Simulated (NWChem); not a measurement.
# Correlation energy of germylsilane (H6GeSi)

SMILES: [GeH3][SiH3]
```xyz
8

Si     0.0617     1.6043     0.0000
Ge    -0.0299    -0.7770     0.0000
H      0.7827     2.0914     1.2154
H      0.7827     2.0914    -1.2154
H     -1.3209     2.1722     0.0000
H     -0.7716    -1.2892     1.2495
H     -0.7716    -1.2892    -1.2495
H      1.3910    -1.3725     0.0000
```
Charge 0, spin multiplicity 1.

All runs are NWChem calculations. Structure: optimised with PBE0/def2-SVP, a minimum by its harmonic frequencies.

Basis set: def2-SVP. Each correlation energy counts from its own Hartree-Fock reference.

The Hamiltonian is non-relativistic. The correlated methods keep 14 core orbitals frozen. Coupled-cluster values serve here as a point of comparison, not as the truth.

Problem. Order these methods by the correlation energy they give, lowest first: MP2, CR-CCSD[T], CCSD, CCSD+T(CCSD), CCSD(T).

Solution. CCSD+T(CCSD) (-394.1 mHa), CCSD(T) (-393.2 mHa), CR-CCSD[T] (-391.8 mHa), CCSD (-383.4 mHa), MP2 (-346.3 mHa)
